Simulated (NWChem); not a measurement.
benzonitrile (C$_{7}$H$_{5}$N); SMILES N#Cc1ccccc1

All runs: NWChem. The level has its own optimisation; frequencies are unscaled. Brackets give each atom's bonded neighbours.

**Question.** What does the run give for Hartree-Fock/3-21G? Quantities: r C–N (Å); r C–C [C(CCC)–C(CN)] (Å); r C–C [C(CCC)–C(CCH)] (Å); r C–H (Å); highest harmonic frequency (cm⁻¹); lowest (cm⁻¹); zero-point energy (kcal/mol); dipole (D).

**Answer.** The r C–N (Å) is 1.140 and the r C–C [C(CCC)–C(CN)] (Å) comes out as 1.429. The r C–C [C(CCC)–C(CCH)] (Å) comes out as 1.389 and the r C–H (Å) comes out as 1.071. The highest harmonic frequency (cm⁻¹) is 3396. The lowest (cm⁻¹) is 170. The zero-point energy (kcal/mol) is 67.7. The dipole (D) comes out as 4.55.
